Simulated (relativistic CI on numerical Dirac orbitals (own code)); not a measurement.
# Calculated levels, Sn10+

Method of calculation: Dirac-Coulomb-Breit CI, orbitals from a KLI potential per configuration, model QED, unscaled Slater integrals (own radial code, finite nucleus).

Configuration list (outside the closed core [Ar] 3d10): 4s2 4p6 4d4, 4s2 4p5 4d5, 4s2 4p6 4d3 4f, 4s2 4p6 4d3 5s, 4s 4p6 4d5, 4s2 4p6 4d3 5p, 4s2 4p5 4d4 4f, 4s2 4p6 4d2 4f 5s, 4s2 4p6 4d2 5s 5p, 4s2 4p6 4d3 5d, 4s 4p6 4d4 4f, 4s2 4p6 4d3 6s, 4s2 4p6 4d3 5f, 4s2 4p6 4d3 6p, 4s2 4p5 4d4 5s, 4s2 4p6 4d3 5g, 4s2 4p6 4d3 6d, 4s2 4p6 4d3 7s, 4s2 4p6 4d3 6f, 4s2 4p6 4d3 7p, 4s 4p6 4d4 5s, 4s 4p6 4d3 5s 5p, 4s2 4p6 4d2 5s2, 4s2 4p6 4d 4f 5s2, 4s2 4p6 4d 5s2 5p, 4s2 4p5 4d2 4f 5s2, 4p6 4d6, 4p5 4d7, 4p5 4d6 4f. Double excitations out of closed p, d and f shells are left out; levels of such configurations are missing from the list, as are those of other unlisted configurations, and high levels can miss mixing partners. These lack a partner that the ground configuration has and come out too high: 4s2 4p5 4d4 5s.

The lowest level is 4s2 4p6 4d4 5D_0, with 88 % of that term; Hund's rules for 4s2 4p6 4d4 give 5D with J = 0, in agreement.

```csv
No.,Configuration,Term,J,E (eV),%,Next component (%),Landé g
1,4s2 4p6 4d4,5D,0,0.0000,88,10 3P,
2,4s2 4p6 4d4,5D,1,0.3061,93,5 3P,1.499
3,4s2 4p6 4d4,5D,2,0.7081,95,2 4s2 4p5 4d4 4f 5D,1.493
4,4s2 4p6 4d4,5D,3,1.1331,95,2 3F,1.488
5,4s2 4p6 4d4,5D,4,1.5591,91,7 3F,1.479
6,4s2 4p6 4d4,3H,4,3.8471,70,14 3G,0.885
7,4s2 4p6 4d4,3P,0,3.9864,77,12 1S,
8,4s2 4p6 4d4,3H,5,4.4442,82,16 3G,1.059
9,4s2 4p6 4d4,3G,3,4.6992,66,29 3F,0.864
10,4s2 4p6 4d4,3H,6,4.7936,84,14 1I,1.143
11,4s2 4p6 4d4,3P,1,5.0540,87,8 3D,1.423
12,4s2 4p6 4d4,3F,2,5.0865,86,7 1D,0.718
13,4s2 4p6 4d4,3G,4,5.2855,38,35 3F,1.081
14,4s2 4p6 4d4,3G,4,5.8112,37,33 3F,1.111
15,4s2 4p6 4d4,3F,3,5.9922,68,27 3G,0.994
16,4s2 4p6 4d4,3P,2,6.0096,54,41 3D,1.333
17,4s2 4p6 4d4,3G,5,6.2770,82,16 3H,1.173
18,4s2 4p6 4d4,3D,3,6.5835,87,4 1F,1.300
19,4s2 4p6 4d4,1I,6,6.7763,84,14 3H,1.023
20,4s2 4p6 4d4,3D,1,7.1426,90,7 3P,0.582
21,4s2 4p6 4d4,3D,2,7.1466,40,38 3P,1.253
22,4s2 4p6 4d4,1G,4,7.8581,64,20 3F,1.044
23,4s2 4p6 4d4,1S,0,8.4442,83,14 3P,
24,4s2 4p6 4d4,1D,2,8.9943,66,14 3P,1.055
25,4s2 4p6 4d4,1F,3,9.3037,81,7 3D,1.023
26,4s2 4p6 4d4,3P,2,10.8074,83,8 3F,1.396
27,4s2 4p6 4d4,3F,4,11.1174,88,9 1G,1.225
28,4s2 4p6 4d4,3F,2,11.2415,83,8 1D,0.747
29,4s2 4p6 4d4,3F,3,11.4353,87,10 1F,1.076
30,4s2 4p6 4d4,3P,1,11.7045,97,2 4s2 4p5 4d4 4f 3P,1.495
```

Energies count from the lowest computed level.

The mean weight of the leading LS term, summed over parents, in these 30 levels is 78 %, and that of the leading jj configuration (from the same eigenvectors) 62 %, so LS coupling describes them better.

At this charge energies of transitions that change n are usually good to better than 1 %, and those within a shell (Δn = 0) to a few per cent. Terms inside the open d or f shell come out 10 to 20 % too wide with unscaled integrals.

Landé's interval rule says that E(J) − E(J−1) = AJ with one A. For the ground term the intervals give A = 2468.8, 1621.0, 1142.6, 859.0 cm⁻¹ for J = 1, 2, 3, 4; the multiplet is regular.

LS names give the leading component of a level, which can be under half, so a name can repeat, a term be missing and a line seem to break the LS rules.
